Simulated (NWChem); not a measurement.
System: C₂H₆F₂Si; SMILES C(C(F)F)[SiH3]

```xyz
11

F      0.3859    -1.3034    -1.0917
C     -0.3957    -1.1229     0.0000
F      0.3859    -1.3034     1.0917
C     -0.9831     0.2638     0.0000
Si     0.2824     1.6826     0.0000
H     -1.1588    -1.9225     0.0000
H     -1.6310     0.3729     0.8847
H     -1.6310     0.3729    -0.8847
H      1.1410     1.6358    -1.2185
H     -0.4875     2.9639     0.0000
H      1.1410     1.6358     1.2185
```
Atoms are numbered in this order, from 1.

Results from NWChem. Medium grid unless said otherwise, to which SCAN and Minnesota functionals are sensitive. Structure relaxed at the PBE0/def2-SVP level. Hybrids' shares of exact exchange are those that their runs print; pure functionals count as 0. The functionals differ in more than this share.

```
row               share of exact exchange  orbital gap (eV)
----------------  -----------------------  ----------------
PBE/def2-TZVP                        0.00              7.62
r2SCAN/def2-TZVP                     0.00              8.46
TPSSh/def2-TZVP                      0.10              8.87
B3LYP/def2-TZVP                      0.20              9.41
PBE0/def2-TZVP                       0.25          withheld
```

### Question
Fit a straight line of the last column on the one before it, predict the withheld value, and compare with the run.

### Answer

1. Means of the 4 shown rows: x = 0.075, y = 8.590. Slope Σ(x − x̄)(y − ȳ)/Σ(x − x̄)² = 0.1920/0.02750 = 6.982; intercept 8.066.
2. The shown rows scatter about the line by 0.303 (root mean square); the largest residual is -0.45, at PBE/def2-TZVP.
3. At x = 0.25 (PBE0/def2-TZVP; beyond the shown range) the line gives 9.81.
4. The run gives 9.88, +0.07 from the line, 0.2 times the scatter.
